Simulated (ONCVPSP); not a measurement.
## Plane-wave convergence, ONCV potential for promethium (Pm)

* Element: promethium (Pm)
* Generator: ONCVPSP 4.0.1
* Type: optimised norm-conserving Vanderbilt (ONCV)
* Functional: PBE
* Relativity: non-relativistic
* Frozen core: [Kr]
* Valence charge: 25
* Reference configuration: 4d10 4f5 5s2 5p6 6s1.5 6p0.5
* Partial waves: 5s+6s: rc 2.30 bohr, ncon 4, nbas 9, qcut 5.9 1/bohr, 2 projectors; 5p+6p: rc 2.75 bohr, ncon 4, nbas 8, qcut 5.6 1/bohr, 2 projectors; 4d: rc 1.00 bohr, ncon 4, nbas 9, qcut 14.3 1/bohr, 2 projectors, debl 2.8 Ha; 4f: rc 1.65 bohr, ncon 3, nbas 8, qcut 10.4 1/bohr, 2 projectors, debl 1.1 Ha
* Local potential: polynomial inside 0.70 bohr (lpopt 4, dvloc0 4 Ha)
* Core correction: none

In the d channel the program set the typed energies aside and used -4.621, 0.250 Ha.

Q: For each optimised wave give the share of its norm inside rc, the residual kinetic energy above qcut (Ha) and the cutoffs (Ha) for errors of 10, 1, 0.1 and 0.01 mHa per electron.

A:

```tsv
wave	norm inside rc	residual KE	10 mHa	1 mHa	0.1 mHa	0.01 mHa
5s	0.925	1.6e-07	8.3	10.9	13.1	14.9
6s	0.048	1.1e-07	5.8	9.6	12.4	14.5
5p	0.937	1.7e-08	4.3	5.6	7.2	10.9
6p	0.035	4.4e-08	2.7	4.3	5.5	9.6
4d	0.883	1.1e-05	69.8	82.8	93.0	104.4
d projector 2	0.056	5.0e-06	60.5	76.5	89.2	99.5
4f	0.888	7.4e-06	39.6	45.2	49.3	54.3
f projector 2	0.102	8.7e-06	37.9	44.6	49.5	54.3
```

The occupied waves need 83 Ha and 93 Ha for 1 and 0.1 mHa. Note: ghosts flagged at negative energy: s at -384.4 eV, p at -95.8 eV; no localised positive-energy state flagged. A true bound ghost makes a file unfit for plane-wave use. Tests left out (the all-electron energies of this program are off by 10 to 40 meV for near-neutral 4f atoms).
